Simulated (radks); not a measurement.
Spherical quantum dot in the effective-mass picture: electrons in a hard-walled sphere of radius 2.83, all in effective atomic units (hartree* = m*/eps^2 hartree, bohr* = eps/m* bohr), one dielectric constant everywhere. Method: non-relativistic Kohn-Sham, exchange-only LDA, spin-polarised, spherical densities; computed with a radial shooting solver with Libxc functionals. Levels are named by radial order and angular momentum (1s, 1p, 1d, 2s, ...), and open shells are averaged over m. Each electron was tried in the lowest free levels, single moves between levels near the top were tried too, and the lowest total energy was kept; such a search can miss a lower state. At N = 1 the Hartree and exchange-correlation terms need not cancel, so that row can carry a self-interaction error.

\begin{tabular}{lrrrrrr}
N & open shells & 2S & E (hartree*) & mu = E(N) - E(N-1) (hartree*) & addition energy mu(N+1) - mu(N) (hartree*) & rms radius (bohr*) \\ \hline
1 & 1s(up 1, down 0) & 1 & 0.658437 & 0.65844 & 0.6120 & 1.518 \\
2 & none & 0 & 1.92886 & 1.2704 & 0.9997 & 1.571 \\
3 & 1p(up 1, down 0) & 1 & 4.19896 & 2.2701 & 0.4409 & 1.666 \\
4 & 1p(up 2, down 0) & 2 & 6.90991 & 2.7110 & 0.4540 & 1.718 \\
5 & 1p(up 3, down 0) & 3 & 10.0748 & 3.1649 & 0.6215 & 1.755 \\
6 & 1p(up 3, down 1) & 2 & 13.8612 & 3.7864 & 0.4250 & 1.784 \\
7 & 1p(up 3, down 2) & 1 & 18.0726 & 4.2114 & 0.4392 & 1.807 \\
8 & none & 0 & 22.7232 & 4.6506 & 1.123 & 1.827 \\
9 & 1d(up 1, down 0) & 1 & 28.4966 & 5.7734 & 0.4284 & 1.853 \\
10 & 1d(up 2, down 0) & 2 & 34.6985 & 6.2019 & 0.4314 & 1.875 \\
11 & 1d(up 3, down 0) & 3 & 41.3318 & 6.6333 & 0.4331 & 1.893 \\
12 & 1d(up 4, down 0) & 4 & 48.3982 & 7.0664 & 0.4341 & 1.909 \\
13 & 1d(up 5, down 0) & 5 & 55.8987 & 7.5006 & 0.5824 & 1.924 \\
14 & 1d(up 5, down 1) & 4 & 63.9817 & 8.0830 & 0.4201 & 1.937 \\
15 & 1d(up 5, down 2) & 3 & 72.4848 & 8.5031 & 0.4234 & 1.949 \\
16 & 1d(up 5, down 3) & 2 & 81.4113 & 8.9265 & 0.4255 & 1.960 \\
17 & 1d(up 5, down 4) & 1 & 90.7633 & 9.3520 & 0.4268 & 1.969 \\
18 & none & 0 & 100.542 & 9.7787 & 1.241 & 1.979 \\
19 & 1f(up 1, down 0) & 1 & 111.562 & 11.020 & 0.4185 & 1.990 \\
20 & 1f(up 2, down 0) & 2 & 123.000 & 11.438 & 0.4193 & 2.000 \\
21 & 1f(up 3, down 0) & 3 & 134.858 & 11.858 & 0.4199 & 2.009 \\
22 & 1f(up 4, down 0) & 4 & 147.135 & 12.278 & 0.4204 & 2.018 \\
23 & 1f(up 5, down 0) & 5 & 159.833 & 12.698 & 0.4206 & 2.026 \\
24 & 1f(up 6, down 0) & 6 & 172.952 & 13.119 & 0.4208 & 2.034 \\
25 & 1f(up 7, down 0) & 7 & 186.491 & 13.539 & 0.5570 & 2.041 \\
26 & 1f(up 7, down 1) & 6 & 200.587 & 14.096 & 0.4134 & 2.048 \\
27 & 1f(up 7, down 2) & 5 & 215.097 & 14.510 & 0.4144 & 2.054 \\
28 & 1f(up 7, down 3) & 4 & 230.021 & 14.924 & 0.4151 & 2.060 \\
29 & 1f(up 7, down 4) & 3 & 245.360 & 15.339 & 0.4156 & 2.066 \\
30 & 1f(up 7, down 5) & 2 & 261.115 & 15.755 & 0.4160 & 2.072 \\
31 & 1f(up 7, down 6) & 1 & 277.286 & 16.171 & 0.4163 & 2.077 \\
32 & none & 0 & 293.873 & 16.587 & 0.9274 & 2.082 \\
33 & 2s(up 1, down 0) & 1 & 311.388 & 17.515 & - & 2.074 \\
\end{tabular}

All shells are closed at N = 2, 8, 18, 32 (there: 1s2 1p6 1d10 1f14); the second difference of the energy has clear peaks (12 % above both neighbours; the first and last values, which can be the largest, are not judged, and half-filled shells can peak too) at N = 2, 5, 8, 13, 18, 25.
